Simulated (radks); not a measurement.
Results of a calculation; reference values are marked as such.
Task: Neutral sulfur, 16 electrons, occupied as [Ne] 3s2 3p4. Level of theory: Dirac Kohn-Sham, PBE, spin-unpolarised, spherical densities, finite nucleus; open shells fill j = l - 1/2 first; Fermi nuclear charge, rms radius 3.2611 fm (a radial shooting solver on a logarithmic mesh with Libxc functionals). Some entries of the table are withheld. Estimate them.

orbital,occ.,eigenvalue (Ry),<r> (bohr)
1s1/2,2,-176.8137,(1)
2s1/2,2,-15.55667,0.4789
2p1/2,2,-11.56114,0.4410
2p3/2,4,-11.46835,0.4433
3s1/2,2,-1.26737,(2)
3p1/2,2,(3),(4)
3p3/2,2,(5),(6)

Result: 
(1) 1s1/2 <r> (bohr): 0.09687
(2) 3s1/2 <r> (bohr): 1.695
(3) 3p1/2 eigenvalue (Ry): -0.51849
(4) 3p1/2 <r> (bohr): 2.066
(5) 3p3/2 eigenvalue (Ry): -0.51234
(6) 3p3/2 <r> (bohr): 2.076
